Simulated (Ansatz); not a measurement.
A made-up structure of Si2HClO, closed shell:

| atom | x (Å) | y (Å) | z (Å) |
| --- | --- | --- | --- |
| O1 | -0.5542 | 1.4020 | -0.1107 |
| Si2 | -0.4137 | 0.2347 | 1.0683 |
| Si3 | 1.3923 | -1.1959 | 0.2210 |
| Cl4 | -0.5212 | -1.9544 | -0.3738 |
| H5 | 2.7283 | -1.6118 | -0.0208 |

It is relaxed with PBE-D4/def2-SVP and then PBE0-D4/def2-TZVP (Ansatz 0.2.0). Atoms count as bonded within 1.22 times the sum of their covalent radii (H–H: 0.88 Å). The end point is not checked to be a true minimum.

Q: Does its bonding change? (Judge from chemistry; the calculation decides.)

A: The calculation gives: Yes. Formed: O1–Si3; broken: none.

Where it ends: The first stage lowers the energy by 3.28 eV in 14 steps. It ends as Si₂HClO ([Cl][SiH]1[O][Si]1):
O1  (0.139, 0.573, -0.204)
Si2  (-0.286, 0.729, 1.406)
Si3  (0.789, -0.928, 0.307)
Cl4  (-0.210, -2.482, -0.593)
H5  (2.200, -1.018, -0.133)
(Å)

Labels in which every atom is bracketed show which atoms are joined, not bond orders.

For scale, one of the runs: PBE0-D4/def2-TZVP relaxation, 148 basis functions, launched by `ansatz run in.yaml --threads 2 --pin off --events-out ev --progress --plain --max-ram 4352MiB`. Hardware: 2 CPU threads of an Intel Xeon Platinum 8488C, shared host. Wall time about 16 s.
